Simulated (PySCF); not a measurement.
C₆ coefficients of unlike pairs at PBE0

Calculated with PySCF 2.14 from the dipole response of each species, C₆(A,B) = (3/π) ∫ α_A(iu) α_B(iu) du, in atomic units, from isotropic polarisabilities. For ions this is the dispersion term alone; charge-induced terms of lower order in 1/R come first.

```tsv
species	configuration	basis	relativity	α (bohr³)	C₆ (like pair)
Cs	[Xe] 6s1 (2S)	aug-cc-pVTZ-X2C (9s8p6d3f)	spin-free X2C	516.5	9804
Ne	[Ne] (1S)	dyall-av3z (15s9p3d2f)	none	2.412	5.774
O²⁺	[He] 2s2 2p2 (3P)	aug-cc-pCVQZ-DK (9s8p6d4f2g)	spin-free X2C	1.741	2.318
Ta	[Xe] 4f14 5d3 6s2 (4F)	aug-cc-pwCVDZ-PP with ECP60MDF (6s6p5d3f)	core potential	85.74	1101
```

Q: Estimate C₆ for O²⁺ with Ne.

A: The integral gives 3.640. The combination rule 2 C_A C_B / (C_A α_B/α_A + C_B α_A/α_B) gives 3.628 and the geometric mean 3.659.

No spin-orbit coupling is included.

The other pairs:

```
   pair     C₆
Ta, O²⁺  40.12
 Ne, Cs  105.9
O²⁺, Cs  74.01
 Ta, Ne  59.04
 Ta, Cs   2707
```
